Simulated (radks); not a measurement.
Values are calculated unless marked as measured or tabulated.
Valence configurations of the fluorine ion F3+ (all share [He]). Level of theory: non-relativistic Kohn-Sham, PBEsol, spin-polarised, spherical densities, point nucleus; open shells are filled with parallel spins first (a radial shooting solver on a logarithmic mesh with Libxc functionals). Energies are relative to 2s2 2p2; eigenvalues in eV for spin up.

valence      E (eV)  moment (Bohr magnetons)    e(2p)    e(2s)
2s2 2p2       0.000                        2  -74.949  -92.982
2s1.5 2p2.5   5.372                        3  -75.345  -93.480
2s1 2p3       8.724                        4  -75.523  -93.757
2s0.5 2p3.5  23.688                        3  -74.630  -92.936
2p4          36.736                        2  -73.511        -

NIST lists [He] 2s2 2p2 as the ground configuration; this level of theory agrees among the configurations tried. The energies are those of spherical high-spin densities, not of single terms.
